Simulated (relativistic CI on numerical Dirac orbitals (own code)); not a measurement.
**W⁵⁺: 4d photoemission**

Computed with this model: Dirac-Coulomb-Breit CI, KLI orbitals optimised for each configuration, model QED (radiative potential, 1s self-energy scaled to tabulated hydrogen-like ionisation energies), multiplet model of photoemission in the sudden approximation, unscaled Slater integrals; configurations [Xe] 4f14 5d → [Kr] 4d9 4f14 5s2 5p6 5d; 300 K; Lorentzian 2.45 eV and Gaussian 0.6 eV FWHM. Energies are those of the free ion, without screening or charge transfer. The energies are binding energies and can lie tens of eV above those of solids. S is read from ⟨S²⟩ = S(S + 1).

free ion: ground-state S = 0.50, centroid 323.22 eV. Peaks (eV, height): 318.2 (100), 330.6 (63).

Strongest unbroadened transitions for free ion:

```csv
Energy (eV),Relative strength
317.03,29.6
317.87,100.0
318.15,52.9
318.62,76.5
318.81,4.2
319.67,2.4
319.72,3.5
319.95,1.4
322.62,1.5
330.23,29.1
330.34,77.6
331.26,4.7
331.32,55.0
331.68,0.0
332.02,1.3
332.42,1.3
335.58,9.8
```
